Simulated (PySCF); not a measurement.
An unknown is described by computed data only.

Formula: Cl2GaH.

| Quantity | Value |
| --- | --- |
| Rotational structure | rotational constants A, B, C: 9.947, 2.236, 1.826 GHz [PBE0-D3(BJ)/def2-SVP] |
| Dipole | 1.92 D [wB97X-D/def2-SVPD] |
| UV, first state | lowest singlet excitation: 6.19 eV (200 nm, f = 0.004) [TDDFT wB97X-D/def2-SVPD] |
| UV, strongest line | among the 15 lowest singlet transitions: S13 at 8.97 eV (138 nm, f = 0.121) [TDDFT wB97X-D/def2-SVPD] |
| XPS | Cl2p3/2 206.0 (×2), Cl1s 2828.6 (×2) eV [ΔSCF SCAN, pcX-2 on the ionised atom, pcseg-1 elsewhere, spin-free X2C, 2p3/2 from a spin–orbit splitting computed afterwards within the 2p shell] |
| 1H NMR | chemical shifts (computed TMS as zero) by class: 6.29 (1 H) ppm [GIAO B3LYP/pcSseg-1 (pcSseg-2 on Ga)] |
| NMR, other nuclei | isotropic shieldings of nuclei other than C and H, by class: 796 (2 Cl), 1316 (1 Ga) ppm [GIAO B3LYP/pcSseg-1 (pcSseg-2 on Ga)] |
| Polarisability | 54.6 au [wB97X-D/def2-SVPD] |
| Triplet | lowest triplet excitation (Tamm–Dancoff): 5.96 eV [TDA wB97X-D/def2-SVPD] |

The electronic properties come from PySCF, for the isolated species, density fitting. Levels stand in brackets. Geometry: PBE0-D3(BJ)/def2-SVP; no solvent, vibrations or thermal averaging. The calculation (core ionisation apart) is non-relativistic and has no spin–orbit coupling, an omission that weighs most on gallium. NMR classes are plain means over equivalent atoms (diastereotopic ones count apart unless rotation or inversion swaps them), as if these changed places fast.

Problem. Give a SMILES that accounts for the data.

Solution. The one hydrogen (6.29 ppm): hydrogen on gallium. The other shieldings belong to: 796 ppm, chlorine bonded to Ga; 1316 ppm, gallium bonded to 2 Cl and H. The core levels belong to: Cl2p3/2 206.0 eV, chlorine bonded to Ga; Cl1s 2828.6 eV, chlorine bonded to Ga. No core level of Ga was computed. The optimised geometry has point group C2v and is an asymmetric top. Structure: GaCl2H, `[Cl][GaH][Cl]`. The assignments are read from this structure; whether some other isomer fits the data as well wasn't checked. NMR values of atoms bound to Ga lack the spin–orbit term that these neighbours bring.
